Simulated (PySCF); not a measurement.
## Basis-set dependence of InC at MP2

PySCF, UHF reference; quartet, unpaired electrons σ ↑, π ↑↑; De to In + C without counterpoise correction. Frozen cores follow the default of each basis and core potential.

```
                     basis                           relativity  functions  Re (Å)  ωe (cm⁻¹)  De (eV)  frozen orbitals
                x2c-SVPall                        spin-free X2C         50   2.218        498     2.63               19
                 def2-SVPD  scalar-relativistic core potentials         52   2.245        474     2.70                5
aug-cc-pVDZ-PP/aug-cc-pVDZ  scalar-relativistic core potentials         55   2.248        467     2.68                5
              x2c-TZVPPall                        spin-free X2C         91   2.202        491     2.78               19
```

(1) How does each smaller set differ from the one with most functions, x2c-TZVPPall?

Correlated steps freeze the inner cores (5 to 19 orbitals); shallow outer-core shells are correlated. Correlated levels converge slowly with the basis: in double zeta they bind strong bonds too weakly, by up to about 1 eV, and carry superposition errors of some tenths. These are scalar-relativistic numbers at best; spin–orbit coupling would shift them, the dissociation energy most. The state was picked by a PBE0 search and need not be the measured ground state.

## Answers

(1) x2c-SVPall: +1.6 pm, +1.4 % in ωe, -0.15 eV in De; def2-SVPD: +4.3 pm, -3.5 % in ωe, -0.08 eV in De; aug-cc-pVDZ-PP/aug-cc-pVDZ: +4.6 pm, -4.9 % in ωe, -0.10 eV in De. All at MP2; the set with most functions is neither the basis-set limit nor always the best. The rows treat relativity differently, so the differences are not basis effects alone.
